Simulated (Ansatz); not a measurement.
`BC(C)[SiH2]S` + H–F → `BC(C)F` + `[SiH3]S` at 700 K and 1 bar (substitution at a C–Si bond).

Program: Ansatz. Geometries: PBE0-D4/def2-TZVP. ΔE: electronic, gas phase. CCSD(T)/CBS is the MP2 limit (def2-TZVPP, def2-QZVPP) plus CCSD(T) − MP2 in def2-TZVPP, frozen cores. This one scheme is used for every species. Each species was taken in one conformer, which may not be the lowest.

```json
{"species": "`BC(C)[SiH2]S`", "CCSD(T)/CBS energy (Eh)": "-793.18624", "H − E (kJ/mol)": "368.2", "S (J/(mol·K))": "525.9"}
{"species": "H–F", "CCSD(T)/CBS energy (Eh)": "-100.39570", "H − E (kJ/mol)": "45.2", "S (J/(mol·K))": "198.5"}
{"species": "`BC(C)F`", "CCSD(T)/CBS energy (Eh)": "-204.26990", "H − E (kJ/mol)": "268.1", "S (J/(mol·K))": "396.9"}
{"species": "`[SiH3]S`", "CCSD(T)/CBS energy (Eh)": "-689.27336", "H − E (kJ/mol)": "135.5", "S (J/(mol·K))": "340.5"}
```

H − E and S are ideal-gas, rigid-rotor, harmonic terms from PBE0-D4/def2-TZVP, for one conformer and one mirror image of each species. 1 Eh = 2625.50 kJ/mol, R = 8.31446 J/(mol·K).

By hand: ΔE, ΔH, ΔS and ΔG.

ΔE = (-204.26990) + (-689.27336) − (-793.18624) − (-100.39570) = 0.03868 Eh = 101.6 kJ/mol. Δ(H − E) = 268.1 + 135.5 − 368.2 − 45.2 = -9.8, so ΔH = 91.8 kJ/mol. ΔS = 396.9 + 340.5 − 525.9 − 198.5 = 13.0 J/(mol·K). ΔG = 91.8 − 700 × (13.0)/1000 = 82.7 kJ/mol.

By hand: the equilibrium constant, and the temperature at which ΔG would vanish if ΔH and ΔS stayed fixed.

log₁₀ K = −ΔG/(RT ln 10) = -6.2. ΔG = 0 at ΔH/ΔS = 7062 K, far beyond where these terms or the molecules hold.

The number of gas molecules stays the same, so ΔS is small and ΔH decides. A doubt of 5 kJ/mol in ΔE shifts log₁₀ K by 0.4 here. Other conformers and mirror images would add mixing entropy, several J/(mol·K) or more a flexible species. Modes under 60 cm⁻¹, often nearly free rotors, make the harmonic entropy too high. These are equilibria of isolated gas molecules and say nothing of rates. Largest T1 diagnostic: 0.011 (customary marks: 0.02 for closed shells, 0.045 for open ones).
